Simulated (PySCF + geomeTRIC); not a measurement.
[Mo(Cl)4]- (charge -1, multiplicity 2), TPSS-D3(BJ)/def2-SVP (PySCF + geomeTRIC). The run hit its time limit unfinished.

```python
import json, numpy as np
from pyscf import gto, dft
from fastk import lowrank_exchange
atoms = """
Mo    -0.000203    -0.000261    -0.000332
Cl     0.787382    -2.028897     0.842823
Cl     2.011091     1.131615     0.350203
Cl    -1.328197     1.891441     0.324386
Cl    -1.469961    -0.993904    -1.516965
"""
def scf(charge, spin, dm0=None):
    mol = gto.M(atom=atoms, basis='def2-svp', ecp={'Mo': 'def2-svp'}, charge=charge, spin=spin, verbose=3, max_memory=5040)
    mf = dft.KS(mol, xc='tpss').density_fit(auxbasis="def2-universal-jkfit")
    mf.disp = 'd3bj'
    mf.grids.level = 3
    mf.conv_tol = 1e-8
    mf.max_cycle = 120
    mf.level_shift = 0.25
    mf.kernel(dm0)
    if not mf.converged:
        mf = mf.newton().run(mf.mo_coeff, mf.mo_occ).undo_soscf()
    return mf
mf = scf(-1, 1)
lowrank_exchange(mf)  # same exchange matrices as the stock routine, built faster for response steps
mo, _, stable, _ = mf.stability(return_status=True)
if not stable:
    mf.kernel(mf.make_rdm1(mo, mf.mo_occ))
del mf.get_jk
from pyscf.geomopt.geometric_solver import kernel as optimize
path = []
done, mol = optimize(mf, maxsteps=120, assert_convergence=False, callback=lambda env: path.append((env["energy"], bool(env["g_scanner"].converged))))
res = dict(converged=bool(done and path[-1][1]), energy=path[-1][0], path=[e for e, c in path], xyz=mol.atom_coords(unit="Angstrom").tolist(), nao=mol.nao)
json.dump(res, open("result.json", "w"))
```

The last lines of the output:

```
Step   15 : Displace = 1.635e-02/2.216e-02 (rms/max) Trust = 3.000e-01 (=) Grad = 6.022e-04/7.937e-04 (rms/max) E (change) = -1908.7789280559 (+1.249e-05) Quality = -0.305
Step   16 : Displace = 8.973e-03/1.182e-02 (rms/max) Trust = 8.174e-03 (-) Grad = 8.861e-04/1.238e-03 (rms/max) E (change) = -1908.7789168024 (+1.125e-05) Quality = -0.224
Step   17 : Displace = 4.277e-03/5.649e-03 (rms/max) Trust = 4.087e-03 (-) Grad = 7.046e-04/1.049e-03 (rms/max) E (change) = -1908.7789342683 (-1.747e-05) Quality = 1.147
Step   18 : Displace = 5.688e-03/7.655e-03 (rms/max) Trust = 5.780e-03 (+) Grad = 4.484e-04/7.170e-04 (rms/max) E (change) = -1908.7789525946 (-1.833e-05) Quality = 0.935
Step   19 : Displace = 8.326e-03/1.074e-02 (rms/max) Trust = 8.174e-03 (+) Grad = 2.511e-04/3.739e-04 (rms/max) E (change) = -1908.7789676515 (-1.506e-05) Quality = 0.505
Step   20 : Displace = 8.309e-03/9.952e-03 (rms/max) Trust = 8.174e-03 (=) Grad = 2.743e-04/3.903e-04 (rms/max) E (change) = -1908.7789812379 (-1.359e-05) Quality = 0.145
Step   21 : Displace = 4.362e-03/4.988e-03 (rms/max) Trust = 4.087e-03 (-) Grad = 2.515e-04/3.445e-04 (rms/max) E (change) = -1908.7789893717 (-8.134e-06) Quality = 0.159
Step   22 : Displace = 2.121e-03/2.381e-03 (rms/max) Trust = 2.043e-03 (-) Grad = 1.938e-04/2.431e-04 (rms/max) E (change) = -1908.7789931607 (-3.789e-06) Quality = 0.356
Step   23 : Displace = 2.238e-03/2.503e-03 (rms/max) Trust = 2.043e-03 (=) Grad = 1.713e-04/1.946e-04 (rms/max) E (change) = -1908.7789964392 (-3.278e-06) Quality = 0.530
Step   24 : Displace = 2.072e-03/2.449e-03 (rms/max) Trust = 2.043e-03 (=) Grad = 1.576e-04/1.853e-04 (rms/max) E (change) = -1908.7789995384 (-3.099e-06) Quality = 0.613
Step   25 : Displace = 1.979e-03/2.373e-03 (rms/max) Trust = 2.043e-03 (=) Grad = 1.536e-04/1.833e-04 (rms/max) E (change) = -1908.7790028446 (-3.306e-06) Quality = 0.743
Step   26 : Displace = 1.208e-03/1.388e-03 (rms/max) Trust = 2.043e-03 (=) Grad = 1.460e-04/1.754e-04 (rms/max) E (change) = -1908.7790050366 (-2.192e-06) Quality = 0.924
Step   27 : Displace = 2.691e-03/3.025e-03 (rms/max) Trust = 2.890e-03 (+) Grad = 1.434e-04/1.752e-04 (rms/max) E (change) = -1908.7790099001 (-4.864e-06) Quality = 0.961
Step   28 : Displace = 4.092e-03/4.694e-03 (rms/max) Trust = 4.087e-03 (+) Grad = 1.322e-04/1.648e-04 (rms/max) E (change) = -1908.7790169349 (-7.035e-06) Quality = 0.970
```
